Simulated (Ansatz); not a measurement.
Basis sets compared for the cluster Li₃N (the lowest singlet isomer of a short search). Charge 0, multiplicity 1. Geometry PBE0-D4/def2-TZVP. Ansatz on 4 threads of Arm Neoverse V1 on a shared host; times are rough, and most runs start from earlier orbitals.

```xyz
4

Li    1.358    0.631    0.843
Li   -1.489    0.858    0.006
Li    0.135   -1.481   -0.862
N    -0.004   -0.008    0.013
```

B3LYP takes the VWN-RPA correlation. The structure comes from a short search, and lower isomers may exist.

Binding counts from free atoms (Li doublet, N quartet) in the same basis, without a counterpoise term.

```tsv
level	functions	energy (Eh)	HOMO (eV)	LUMO (eV)	binding per atom (eV)	wall time
PBE-D4/def2-SVP	41	-77.0979	-2.20	-1.22	1.83	0.35 s
PBE-D4/def2-TZVP	73	-77.1795	-2.36	-1.28	1.78	0.45 s
r2SCAN-D4/def2-TZVP	73	-77.2589	-2.39	-0.93	1.63	0.91 s
B3LYP-D4/6-31G	36	-77.2963	-2.99	-0.93	1.64	0.4 s
B3LYP-D4/def2-TZVP (with forces)	73	-77.3348	-2.99	-0.94	1.72	0.55 s
PBE0-D4/def2-SVP	41	-77.0971	-2.97	-0.68	1.63	0.35 s
PBE0-D4/def2-TZVP	73	-77.1779	-3.11	-0.72	1.58	0.55 s
```

Q: Estimate the rows for PBE-D4/def2-TZVPD, r2SCAN-D4/def2-TZVPD, PBE0-D4/def2-TZVPD.

A: 
```json
{"level": "PBE-D4/def2-TZVPD", "functions": "88", "energy (Eh)": "-77.1813", "HOMO (eV)": "-2.40", "LUMO (eV)": "-1.33", "binding per atom (eV)": "1.79", "wall time": "0.5 s"}
{"level": "r2SCAN-D4/def2-TZVPD", "functions": "88", "energy (Eh)": "-77.2609", "HOMO (eV)": "-2.42", "LUMO (eV)": "-0.96", "binding per atom (eV)": "1.64", "wall time": "1.1 s"}
{"level": "PBE0-D4/def2-TZVPD", "functions": "88", "energy (Eh)": "-77.1797", "HOMO (eV)": "-3.13", "LUMO (eV)": "-0.79", "binding per atom (eV)": "1.60", "wall time": "0.56 s"}
```
